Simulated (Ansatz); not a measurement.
```xyz
3

P     0.0000    0.0000    0.0000
S     0.0000    0.0000    3.8160
Li    0.0000    4.1657   -0.7345
```

Basis set: pcseg-2 (spherical functions). Charge 0, multiplicity 1.

Computed with Ansatz (development build ahead of 0.2.0); each method stands on the lowest determinant of its kind that the runs found.

The atomization energy at this shape (free ground-state atoms in the same class of orbitals less the molecule, no zero-point energy) of singlet LiPS:

```json
{"method": "UHF", "atomization energy": "0.53 kcal/mol"}
```

What does RHF give?

-111.50 kcal/mol. Caution: the shape is not the minimum. Caution for UHF: the unrestricted determinant is a mixture of spin states. Caution for RHF: an unrestricted determinant lies well below; the molecule lies well above its atoms at this level.
